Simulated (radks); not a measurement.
Polarisability of the bromine ion Br+, [Ar] 3d10 4s2 4p4, at imaginary frequency. Method: scalar-relativistic Kohn-Sham, LB94 model potential, spin-polarised, spherical densities, finite nucleus; open shells are filled with parallel spins first; Fermi nuclear charge, rms radius 4.1629 fm; computed with a radial shooting solver on a logarithmic mesh with Libxc functionals. Response by self-consistent Sternheimer equations with the Hartree and adiabatic LDA kernel, the relativistic mass of each level held fixed and spin-orbit coupling left out.

| w (hartree) | alpha1(iw) (bohr^3) |
|---|---|
| 0.00266 | 12.18 |
| 0.0143 | 12.17 |
| 0.0360 | 12.14 |
| 0.0697 | 12.03 |
| 0.118 | 11.76 |
| 0.186 | 11.20 |
| 0.280 | 10.18 |
| 0.413 | 8.604 |
| 0.605 | 6.562 |
| 0.892 | 4.415 |
| 1.35 | 2.598 |
| 2.12 | 1.347 |
| 3.59 | 0.6221 |
| 6.94 | 0.2442 |
| 17.5 | 0.06028 |

Static values: alpha1 = 12.18 bohr^3 (1.804 angstrom^3; uncoupled 18.77). C6 = 74.70, triple-dipole C9 = 661.5 atomic units. One-pole (London) frequency 4 C6 / (3 alpha1^2) = 0.672 hartree, against 0.837 for minus the highest occupied eigenvalue.
